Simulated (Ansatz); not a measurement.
`CO[SiH2]SC` → 2 C• + 8 H• + O• + S• + Si•  (atomization)

Isolated molecules relaxed with PBE0-D4/def2-TZVP in Ansatz; ΔE leaves out vibrations. CCSD(T)/CBS is the MP2 limit (def2-TZVPP, def2-QZVPP) plus CCSD(T) − MP2 in def2-TZVPP, frozen cores. This one scheme is used for every species, atoms too. DFT in def2-TZVPP. B3LYP here is the variant with VWN-RPA as its local correlation; programs differ in this. HSE06 is defined as in plane-wave codes. Open shells (•) are unrestricted, without spin–orbit coupling. Spin–orbit coupling would lower the free atoms: a little for C, O, S, Si. One conformer a species, not always the lowest.

| level | ΔE (kJ/mol) | difference from CCSD(T)/CBS |
| --- | --- | --- |
| LDA (SPW92) | 5319.9 | 620.3 |
| PBE-D4 | 4745.8 | 46.2 |
| r2SCAN-D4 | 4701.6 | 2.0 |
| B97M-V | 4708.2 | 8.6 |
| PBE0-D4 | 4683.8 | -15.8 |
| B3LYP-D4 | 4687.5 | -12.1 |
| r2SCAN0-D4 | 4643.5 | -56.1 |
| HSE06-D4 | 4686.8 | -12.8 |
| BHLYP-D4 | 4577.5 | -122.1 |
| CAM-B3LYP-D4 | 4705.5 | 5.9 |
| ωB97X-V | 4712.7 | 13.1 |
| ωB97M-V | 4710.7 | 11.1 |
| B2PLYP | 4634.7 | -64.9 |
| PBE-QIDH | 4656.0 | -43.6 |
| PBE | 4717.2 | 17.6 |
| revPBE | 4562.0 | -137.6 |
| B3LYP | 4641.5 | -58.1 |
| r2SCANh | 4669.8 | -29.8 |
| HSE06 | 4664.0 | -35.6 |
| BHLYP | 4542.0 | -157.6 |
| LC-ωPBE | 4653.4 | -46.2 |
| HF/def2-SVP | 3452.0 | -1247.6 |
| CCSD/def2-SVP | 4364.6 | -335.0 |
| CCSD(T)/def2-SVP | 4405.5 | -294.1 |
| HF/def2-TZVPP | 3461.4 | -1238.2 |
| MP2/def2-TZVPP | 4625.2 | -74.4 |
| CCSD/def2-TZVPP | 4514.1 | -185.5 |
| HF/def2-QZVPP | 3468.3 | -1231.3 |
| MP2/def2-QZVPP | 4698.8 | -0.8 |
| SCS-MP2/def2-QZVPP | 4704.2 | 4.6 |
| HF/CBS(def2) | 3469.4 | -1230.2 |
| MP2/CBS(def2) | 4749.4 | 49.8 |
| CCSD/CBS(def2) | 4638.3 | -61.3 |
| HF/cc-pV(D+d)Z | 3374.4 | -1325.2 |
| MP2/cc-pV(D+d)Z | 4347.8 | -351.8 |
| HF/cc-pV(T+d)Z | 3459.8 | -1239.8 |
| MP2/cc-pV(T+d)Z | 4618.1 | -81.5 |
| HF/CBS(cc) | 3471.4 | -1228.2 |
| MP2/CBS(cc) | 4751.7 | 52.1 |
| CCSD/CBS(cc) | 4641.2 | -58.4 |
| CCSD(T)/CBS | 4699.6 | 0 |

Largest T1 diagnostic among the species: 0.012.

The D4 term adds +46.1 kJ/mol with B3LYP and +24.4 kJ/mol with PBE0; it sums over pairs of atoms, weighted by their polarisabilities, and B3LYP, whose exchange is more repulsive, gets the larger term. Leaving LDA and LC-ωPBE aside and taking each functional with its dispersion term where it has one, the values spread over 168.3 kJ/mol, from BHLYP-D4 to PBE-D4. LDA lies +602.8 kJ/mol from PBE without D4, its usual overbinding. From r2SCAN to r2SCAN0 (25 % exact exchange), in def2-TZVPP and without D4, ΔE moves by −59.4 kJ/mol: exact exchange takes away binding that semilocal exchange gives to molecules.

For atomizations the MP2-based limit and the directly extrapolated one differ by several kJ/mol either way, and by 10 to 25 for some Ge, Se and Sn compounds, so smaller differences from it don't rank the levels.
